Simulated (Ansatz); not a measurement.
Basis-set series for C2H4BFO, SMILES `C=C(F)BO`. The species carries charge 0 and has multiplicity 1. All single points use the PBE0-D4/def2-TZVP geometry. It is one conformer, not always the lowest.

```tsv
functional	basis	functions	energy (Eh)	HOMO (eV)	LUMO (eV)
PBE0-D4	def2-SVP	90	-278.04748	-7.91	-1.25
PBE0-D4	def2-TZVPP	211	-278.37441	-8.04	-1.41
ωB97M-V	def2-SVP	90	-278.24849	-10.13	0.93
ωB97M-V	def2-TZVPP	211	-278.58592	-10.28	0.70
```

Problem. Give the rows for def2-QZVPP. (Best estimate.)

Solution. Computed: 
| functional | basis | functions | energy (Eh) | HOMO (eV) | LUMO (eV) |
| --- | --- | --- | --- | --- | --- |
| PBE0-D4 | def2-QZVPP | 405 | -278.38971 | -8.07 | -1.45 |
| ωB97M-V | def2-QZVPP | 405 | -278.60044 | -10.31 | 0.62 |

Positive LUMOs are unbound and depend on the basis.
